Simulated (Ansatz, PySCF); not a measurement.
Pulling on the Al1–H2 bond in AlF2H (SMILES [F][AlH][F]) (multiplicity 1 held, fragments rigid). Energies count from the point at 1.553 Å.
Geometry at that point (charge 0, multiplicity 1):
```tsv
atom	x (Å)	y (Å)	z (Å)
Al	-0.2974	-0.2000	-0.2345
H	-1.3759	-0.9255	-1.0852
F	-0.2200	1.4416	-0.1846
F	0.8024	-1.0499	0.6440
```

U- levels take the lowest unrestricted solution at each point, which mixes spins at long bonds. Active spaces are followed from a long bond inwards. Levels need not reach the same state.

Correlated levels freeze the cores. Rows in 3-21G, 6-31G* carry no dispersion term and start afresh at each structure (6-31G* with six Cartesian d functions). MP2/6-31G* freezes PySCF's default core.

Codes used: Ansatz (an electronic-structure program) with Gaussian orbitals; PySCF for 3-21G rows, 6-31G* rows. Each number belongs to the level named beside it.

Other levels give for the energy at R = 4.971 Å: U-PBE/cc-pV(T+d)Z 347.2; U-B3LYP/cc-pV(T+d)Z 367.0; U-wB97X-V/cc-pV(T+d)Z 376.1; FIC-MRCISD+Q on CASSCF(2,2)/cc-pV(T+d)Z 370.5 kJ/mol.

Q: What do these common cheap choices give for the same quantity: R-HF/3-21G, R-HF/6-31G*, U-HF/6-31G*, U-B3LYP/6-31G*, R-MP2/6-31G*?

A: R-HF/3-21G 742.3; R-HF/6-31G* 727.4; U-HF/6-31G* 291.8; U-B3LYP/6-31G* 369.5; R-MP2/6-31G* 464.5 kJ/mol. They span 291.8 to 742.3 kJ/mol.

Doubts at one or more of the structures used: a restricted determinant that unrestricted orbitals would lower (R-HF/3-21G, R-HF/6-31G*, R-MP2/6-31G*); a spin-contaminated determinant (U-HF/6-31G*, U-B3LYP/6-31G*, U-PBE/cc-pV(T+d)Z, U-B3LYP/cc-pV(T+d)Z, U-wB97X-V/cc-pV(T+d)Z).
